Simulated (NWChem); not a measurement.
Species: C$_{4}$H$_{5}$NO; SMILES Cc1cnco1

Computed with NWChem. Structure relaxed at the PBE0/def2-SVP level. Total energies compare along this basis series because the functional is fixed.

| level | basis functions | energy (Ha) | highest occupied level (eV) | orbital gap (eV) | dipole (D) |
|---|---|---|---|---|---|
| Hartree-Fock/pcseg-1 | 109 | -283.5938 | -9.14 | 13.01 | 2.20 |
| Hartree-Fock/aug-pcseg-1 | 183 | -283.6146 | -9.00 | 9.77 | 2.12 |
| Hartree-Fock/pcseg-2 | 250 | -283.7686 | -9.02 | ___ | 2.14 |
| Hartree-Fock/STO-3G | 35 | -280.0980 | -7.65 | 15.04 | 2.03 |
| Hartree-Fock/def2-SVP | 109 | -283.4608 | -9.09 | 13.19 | 2.09 |

Problem. Complete the blanks.

Solution. 
- Hartree-Fock/pcseg-2, orbital gap (eV): 11.64
